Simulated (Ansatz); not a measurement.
Relaxation of the cluster Be2S2 with RKS PBE-D4/def2-TZVP.

```sh
$ ansatz run in.yaml --threads 2 --pin off --events-out ev --progress --plain --max-ram 4352MiB
```

```yaml
crystal:
  periodic: [false, false, false]
  atoms:
    - {symbol: Be, position_ang: [0.980010, -0.441390, 0.565330]}
    - {symbol: Be, position_ang: [-0.467040, 0.776640, 0.806600]}
    - {symbol: S, position_ang: [-0.837440, -0.942170, -0.279940]}
    - {symbol: S, position_ang: [0.324470, 0.606920, -1.091990]}
basis:
  gaussian: {orbitals: def2-TZVP}
hamiltonian: {xc: pbe, dispersion: d4}
scf: {lower_state_search: "off"}
output: {orbitals: {seedname: orbitals}}
relax: {f_tol: 0.02, max_steps: 100}
```

It took 15 s on 2 threads of Arm Neoverse V2 on a shared host.

Positions (Å) and forces (eV/Å) at steps 1, 2, 4, 7, 10, 12, 13, 14, 15, 16, 17, 18, 19, 20 of 20:

```xyz
4
step=1 energy=-22462.5723 eV
Be    0.980   -0.441    0.565    0.451   -0.260    0.157
Be   -0.467    0.777    0.807   -0.291    0.369    0.289
S    -0.837   -0.942   -0.280   -0.547   -0.677    0.107
S     0.324    0.607   -1.092    0.387    0.569   -0.552
4
step=2 energy=-22462.5991 eV
Be    0.989   -0.450    0.562    0.246   -0.136    0.097
Be   -0.477    0.785    0.807   -0.151    0.201    0.169
S    -0.846   -0.954   -0.272   -0.215   -0.257   -0.014
S     0.334    0.619   -1.097    0.121    0.192   -0.253
4
step=4 energy=-22462.6065 eV
Be    1.001   -0.458    0.564   -0.001    0.000    0.001
Be   -0.487    0.795    0.812    0.001    0.001    0.002
S    -0.851   -0.961   -0.272    0.000   -0.001   -0.001
S     0.337    0.624   -1.104    0.000    0.000   -0.001
4
step=7 energy=-22462.6065 eV
Be    1.000   -0.459    0.564    0.000   -0.001    0.000
Be   -0.487    0.795    0.813    0.000    0.000   -0.002
S    -0.851   -0.961   -0.273    0.000    0.000    0.001
S     0.337    0.625   -1.104   -0.001    0.001    0.001
4
step=10 energy=-22462.6065 eV
Be    0.994   -0.465    0.567    0.007   -0.008    0.005
Be   -0.481    0.803    0.812    0.000   -0.002   -0.018
S    -0.844   -0.967   -0.275   -0.002    0.000    0.005
S     0.331    0.629   -1.104   -0.006    0.010    0.008
4
step=12 energy=-22462.6070 eV
Be    0.976   -0.479    0.575    0.032   -0.023    0.026
Be   -0.466    0.822    0.809    0.007    0.001   -0.051
S    -0.826   -0.983   -0.280   -0.014   -0.004    0.001
S     0.316    0.639   -1.103   -0.025    0.027    0.024
4
step=13 energy=-22462.6097 eV
Be    0.937   -0.510    0.592    0.137   -0.023    0.134
Be   -0.434    0.865    0.806    0.051    0.032   -0.088
S    -0.787   -1.017   -0.294   -0.093   -0.042   -0.097
S     0.284    0.661   -1.104   -0.095    0.033    0.051
4
step=14 energy=-22462.6206 eV
Be    0.889   -0.543    0.623    0.307   -0.001    0.295
Be   -0.387    0.914    0.805    0.103    0.118   -0.106
S    -0.741   -1.055   -0.320   -0.244   -0.150   -0.283
S     0.239    0.684   -1.109   -0.165    0.033    0.094
4
step=15 energy=-22462.6538 eV
Be    0.823   -0.564    0.654    0.368    0.011    0.419
Be   -0.322    0.993    0.831    0.176    0.175   -0.247
S    -0.692   -1.125   -0.372   -0.243   -0.129   -0.475
S     0.191    0.697   -1.113   -0.300   -0.057    0.303
4
step=16 energy=-22462.7792 eV
Be    0.692   -0.612    0.750    0.408    0.061    0.571
Be   -0.177    1.125    0.858    0.158    0.167   -0.442
S    -0.582   -1.238   -0.487   -0.287   -0.128   -0.664
S     0.067    0.725   -1.121   -0.280   -0.100    0.535
4
step=17 energy=-22462.8375 eV
Be    0.565   -0.674    0.834    0.149    0.518    0.571
Be   -0.046    1.262    0.857    0.185   -0.541   -0.477
S    -0.466   -1.352   -0.589   -0.117    0.464   -0.586
S    -0.053    0.763   -1.102   -0.218   -0.441    0.493
4
step=18 energy=-22462.9500 eV
Be    0.520   -0.716    1.005    0.076   -0.453    0.094
Be    0.087    1.155    0.753   -0.082    0.411   -0.147
S    -0.401   -1.258   -0.613    0.023   -0.090    0.024
S    -0.206    0.820   -1.145   -0.017    0.132    0.030
4
step=19 energy=-22462.9719 eV
Be    0.446   -0.760    1.065    0.013   -0.035    0.050
Be    0.173    1.178    0.713    0.011    0.045    0.014
S    -0.322   -1.262   -0.641   -0.006   -0.061   -0.024
S    -0.296    0.844   -1.138   -0.017    0.051   -0.041
4
step=20 energy=-22462.9736 eV
Be    0.404   -0.765    1.087   -0.004   -0.007    0.001
Be    0.217    1.181    0.700    0.003    0.006   -0.006
S    -0.286   -1.267   -0.656    0.005   -0.002    0.002
S    -0.335    0.851   -1.131   -0.003    0.004    0.003
```

Another isomer (singlet) lies 3.56 eV lower at PBE0-D4/def2-TZVP; other spin states weren't run for this one.
